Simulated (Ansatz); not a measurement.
Compare A (`BrB1C[SiH2]1`) with its isomer B (`Br[SiH]1BC1`).

Isolated molecules relaxed with PBE0-D4/def2-TZVP in Ansatz; ΔE leaves out vibrations. CCSD(T)/CBS is the MP2 limit (def2-TZVPP, def2-QZVPP) plus CCSD(T) − MP2 in def2-TZVPP, frozen cores. Functionals use def2-TZVPP. B3LYP here is the variant with VWN-RPA as its local correlation; programs differ in this. For Br outer-core shells are correlated without core-valence functions, which leaves a few kJ/mol of doubt a bond. Scalar relativity is left out up to krypton.

Problem. Which is lower in electronic energy at CCSD(T)/CBS, and by how much? (Best estimate.)

Solution. The calculation gave: B, by 5.1 kcal/mol.

Problem. Give E(B) − E(A) in kcal/mol with B2PLYP, r2SCAN-D4, ωB97M-V, LDA (SPW92), HF/def2-TZVPP, CCSD(T)/def2-SVP, B3LYP. (An estimate is asked.)

Solution. Ansatz gave: B2PLYP -4.9, r2SCAN-D4 -5.1, ωB97M-V -5.6, LDA (SPW92) -4.3, HF/def2-TZVPP -3.9, CCSD(T)/def2-SVP -0.8, B3LYP -5.1. None reverses the order clearly.

Problem. Does the order hold for the free energy at 298.15 K (harmonic terms from PBE0-D4)? (Estimate.)

Solution. Ansatz gave: Yes: G(B) − G(A) = -4.2 kcal/mol.

Largest T1 diagnostic: 0.012.

At CCSD(T), def2-SVP lies +4.3 kcal/mol from the extrapolated value and def2-TZVPP +1.1 kcal/mol. Leaving LDA and LC-ωPBE aside and taking each functional with its dispersion term where it has one, the values, not all of them listed here, spread over 1.5 kcal/mol, from ωB97M-V to B97M-V.
